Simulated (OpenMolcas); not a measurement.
## Mn3+: moving or changing the point charges

Mn3+ among 2 point charges of -1 e arranged as a linear pair (D∞h), 2.06 Å from the ion.
```
   0.0000    0.0000    2.0600  -1.00
   0.0000    0.0000   -2.0600  -1.00
```

```yaml
Program: OpenMolcas
Method: "SS-CASPT2, IPEA 0.25 Eh, imaginary shift 0.1 Eh (closed shells correlated: 3s 3p)"
Basis: ANO-RCC-VDZP [5s4p2d1f]
Scalar_Hamiltonian: DKH2, point nucleus
Active_space: 4 electrons in 5 orbitals (3d)
State_averaging: 2S+1 = 5 even, 5 roots; 2S+1 = 3 even, 45 roots; 2S+1 = 1 even, 50 roots
Spin-orbit_coupling: RASSI with atomic mean-field integrals over the reference wave functions
```

Runs around this geometry, states (labels by Λ). Energies in cm-1 above the lowest state or level, χT in cm3 K/mol.

| R (Å) | q (e) | Ground state | First state of that spin | First gap with spin-orbit (degeneracies) | χT at 300 K | First state of another spin |
| --- | --- | --- | --- | --- | --- | --- |
| 2.06 | -0.5 | 5Σ | 5Π 1080 | 27 (1, 2) | 2.271 | 3Γ 23180 |
| 1.95 | -1 | 5Σ | 5Π 2430 | 14 (1, 2) | 2.643 | 3Γ 23500 |
| 2.06 | -1 | 5Σ | 5Π 2020 | 17 (1, 2) | 2.574 | 3Γ 23470 |
| 2.31 | -1 | 5Σ | 5Π 1370 | 23 (1, 2) | 2.394 | 3Γ 23340 |

Taking the first state of the same spin as R^-n, n = -ln(1370 / 2430) / ln(2.31 / 1.95) = 3.4 between the shortest and longest distance.

Scaling the charges by -0.5 / -1 = 0.50 scales the first state of the same spin by 1080 / 2020 = 0.53; with fixed orbitals a first-order splitting would follow the charge.

Roots that are degenerate in the reference are averaged as groups; the widest CASPT2 spread within a group is 46 cm-1 (the 2-fold group of multiplicity 1 near 92700 cm-1 above the lowest state of its run, R = 2.06, q = -1). Shifts and gaps below about the spread of the groups concerned are not significant. Free-ion shares, where given, are those of the reference states; single-state CASPT2 does not remix them. The ground term spreads over less than 5000 cm-1, several times less than with real ligands, so orbital moments are less quenched and χT lies further from the spin-only value than at real sites (holds for R = 2.06, q = -0.5; R = 2.31, q = -1). Point charges carry no covalency, so the field is a model and not that of real ligands. No measured value stands beside these numbers.
